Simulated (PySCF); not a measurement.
# HGaO + Cl₂ → GaOCl + HCl

Level: PBE0 in the def2-TZVP basis family, all electrons, no relativity, computed in PySCF with density fitting; open shells unrestricted.

```
species                                        state and structure       E (Eh)  ZPE (kJ/mol)  H(298 K) − H(0) (kJ/mol)  S° (J/(mol K))
   HGaO    singlet, C∞v, Ga–H 1.524 Å, Ga–O 1.639 Å; H–Ga–O 180.0°  -2000.33813          24.5                       9.9           229.7
    Cl₂                                singlet, D∞h, Cl–Cl 1.982 Å   -920.08940           3.5                       9.1           222.5
  GaOCl  singlet, C∞v, Ga–Cl 2.081 Å, Ga–O 1.643 Å; Cl–Ga–O 180.0°  -2459.86044          10.3                      12.8           266.4
    HCl                                 singlet, C∞v, H–Cl 1.279 Å   -460.66440          17.9                       8.7           186.6
```

Problem. What is the electronic reaction energy?

Solution. At PBE0/def2-TZVP, ΔE = -255.5 kJ/mol from the differences of the total energies times 2625.5, downhill. 

Problem. Add zero-point, thermal and entropy terms for 298.15 K and 1 bar.

Solution. ΔZPE = 0.2 and Δ[H(298) − H(0)] = 2.5 kJ/mol give ΔH° = -252.8 kJ/mol. ΔS° = 0.8 J/(mol K), so ΔG° = -252.8 − 298.15 × (0.0008) = -253 kJ/mol.

The structures come from searches over a few start shapes, so lower isomers are not excluded.
